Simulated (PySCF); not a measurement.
## Working out the ionisation energy of Co

Co [Ar] 3d7 4s2 (4F) → Co⁺ [Ar] 3d8 (3F). Computed with PySCF 2.14 in def2-TZVPPD, with no relativity, point nucleus. Frozen: [Ne]. Energies in hartree (1 hartree = 27.21139 eV):

| part | Co (lower) | Co⁺ (upper) |
| --- | --- | --- |
| UHF | -1381.397535 | -1381.109254 |
| MP2 opposite-spin | -0.388037 | -0.418908 |
| MP2 same-spin | -0.186465 | -0.204530 |

Task: What does Hartree-Fock give?

Result: (-1381.109254) − (-1381.397535) = 0.288281 hartree = 7.845 eV.

Task: What do MP2 and SCS-MP2 (6/5 opposite-spin, 1/3 same-spin) give?

Result: The opposite-spin parts differ by -0.840 eV and the same-spin parts by -0.492 eV. MP2: 7.845 + (-0.840) + (-0.492) = 6.513 eV. SCS-MP2: 7.845 + 1.2 × (-0.840) + (-0.492)/3 = 6.673 eV.

Measured between the centres of the two terms (NIST): 7.869 eV, so MP2 (valence and next inner shell) is off by -1.356 eV.

The calculation is non-relativistic.

What remains against the reference includes basis incompleteness, the frozen core and correlation beyond second order.
